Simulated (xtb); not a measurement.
Si(I)(Me)2(OH) (C2H7IOSi), SMILES C[Si](C)(O)I. All values are semi-empirical tight-binding results from xtb (GFN2-xTB unless named), good for trends rather than for accurate numbers. Geometry optimised at GFN2-xTB. Other conformers were not sampled.

```yaml
point_group_as_xtb_finds_it: Cs
orbital_gap: 5.96 eV
zero_point_energy: 55.3 kcal/mol
G − E(el) at 298.15 K (modified RRHO): 33.4 kcal/mol
static polarisability (D4 model): 91.3 bohr³
solvation energy, GFN2-xTB/ALPB(water): -6.9 kcal/mol
solvation energy, GFN2-xTB/ALPB(ch2cl2): -7.5 kcal/mol
```
